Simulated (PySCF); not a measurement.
Input file for PySCF: R-HF/STO-3G on H4OSiTe (SMILES O[Te][SiH3]), a point of a torsion scan.

```python
from pyscf import gto, scf, dft, mp
from pyscf.data.elements import chemcore

mol = gto.M(
    atom='''
    O     2.08728310    0.16294505   -0.49877813
    Te    1.22417101   -1.51947405    0.18254123
    Si   -0.94803435   -1.03463796   -0.94230143
    H     1.95318069    0.88233158    0.11567471
    H    -0.86008054   -1.02486682   -2.39999339
    H    -1.81665286   -2.11919254   -0.50131131
    H    -1.50208122    0.24735052   -0.50511536
    ''',
    basis='sto-3g',
    charge=0, spin=0, verbose=3, max_memory=1800)
mf = scf.RHF(mol)
mf.conv_tol = 1e-8
mf.max_cycle = 100
mf.kernel()
if not mf.converged:
    mf = mf.newton().run(mf.mo_coeff, mf.mo_occ)
```

The log:

```
converged SCF energy = -6908.89404245311
```

The run converged.

Cost: around 0.4 core-seconds (rough).
